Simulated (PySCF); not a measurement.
Job file and geometry (Å, from GFN2-xTB) of an NMR shielding run on SMILES C=C(/C=C/CCl)B(Cl)Cl, C5H6BCl3, GIAO PBE0/pcSseg-1 NMR shielding, non-relativistic, gas phase in PySCF 2.14.0, density-fitted response routines; density fitting, a coarse starting grid and PySCF grid level 2 are the driver's defaults:

```
$ OMP_NUM_THREADS=1 python probes_run.py task.json out

{"job": {"kind": "nmr", "xc": "PBE0", "basis": "pcSseg-1"}, "charge": 0, "multiplicity": 1}
C      1.896937    -1.053542     1.211603
C      1.197759    -0.203636     0.440266
C     -0.253133    -0.369448     0.370058
C     -1.053547     0.152455    -0.557809
C     -2.521428    -0.062363    -0.579930
Cl    -3.346227     1.478244    -0.137699
B      1.949546     0.968869    -0.288317
Cl     1.236622     2.517207    -0.503553
Cl     3.576455     0.752376    -0.804381
H      1.413929    -1.832844     1.778762
H      2.967652    -0.989553     1.298573
H     -0.678851    -1.021127     1.123491
H     -0.665429     0.796309    -1.332752
H     -2.882587    -0.317774    -1.575762
H     -2.842114    -0.807184     0.146984
```

Question: Write the output of this run.

Answer: 
```
coarse grid: 15112 points
cycle   1  E = -1598.7431068212  dE =  1.194e+00  |g| = 3.740e-01  |ddm| = 3.660e+00
cycle   2  E = -1598.7447149369  dE = -1.608e-03  |g| = 3.956e-01  |ddm| = 8.106e-01
cycle   3  E = -1598.7830151560  dE = -3.830e-02  |g| = 6.481e-02  |ddm| = 4.083e-01
cycle   4  E = -1598.7837649255  dE = -7.498e-04  |g| = 3.890e-02  |ddm| = 9.602e-02
cycle   5  E = -1598.7841330926  dE = -3.682e-04  |g| = 1.212e-02  |ddm| = 4.215e-02
cycle   6  E = -1598.7841704909  dE = -3.740e-05  |g| = 2.394e-03  |ddm| = 1.290e-02
cycle   7  E = -1598.7841719345  dE = -1.444e-06  |g| = 8.872e-04  |ddm| = 3.190e-03
final grid: 134720 points
cycle   8  E = -1598.8327671001  dE = -4.497e-05  |g| = 7.827e-03  |ddm| = 3.181e-02
cycle   9  E = -1598.8327651099  dE =  1.990e-06  |g| = 7.738e-03  |ddm| = 1.452e-02
cycle  10  E = -1598.8327812016  dE = -1.609e-05  |g| = 1.271e-03  |ddm| = 8.419e-03
cycle  11  E = -1598.8327815306  dE = -3.290e-07  |g| = 2.666e-04  |ddm| = 1.528e-03
cycle  12  E = -1598.8327815463  dE = -1.575e-08  |g| = 9.935e-05  |ddm| = 2.853e-04
cycle  13  E = -1598.8327815487  dE = -2.351e-09  |g| = 2.943e-05  |ddm| = 1.082e-04
cycle  14  E = -1598.8327815489  dE = -2.128e-10  |g| = 6.902e-06  |ddm| = 3.169e-05
converged SCF energy = -1598.8327815489

GIAO shielding tensors (ppm)
atom      isotropic    diamagn.    paramagn.     s11        s22        s33       span
  0 C       40.611     252.195    -211.584    -67.556     36.533    152.857    220.414
  1 C       31.657     257.368    -225.711    -73.905     10.818    158.059    231.964
  2 C       43.735     254.952    -211.217    -56.295     59.364    128.136    184.431
  3 C       45.528     256.615    -211.087    -60.063     45.306    151.342    211.405
  4 C      134.446     245.005    -110.559    108.399    138.252    156.687     48.289
  5 Cl     809.366    1144.850    -335.484    606.852    741.175   1080.071    473.219
  6 B       44.612     189.894    -145.282     17.655     26.890     89.293     71.638
  7 Cl     673.602    1147.754    -474.152    398.117    688.185    934.503    536.386
  8 Cl     682.869    1146.546    -463.677    401.300    745.589    901.717    500.417
  9 H       25.458      31.090      -5.632     22.361     24.907     29.106      6.745
 10 H       25.308      29.497      -4.189     21.174     24.343     30.409      9.235
 11 H       25.202      34.148      -8.946     22.576     23.277     29.754      7.178
 12 H       25.317      33.361      -8.045     21.647     23.036     31.267      9.620
 13 H       27.327      27.608      -0.281     22.097     26.624     33.261     11.164
 14 H       27.704      28.677      -0.973     22.397     27.147     33.569     11.171
```

Size and cost of the density-fitted run: 204 basis functions, 70 s wall time on 1 thread of an Arm Neoverse N1, shared host; peak memory 0.93 GiB.
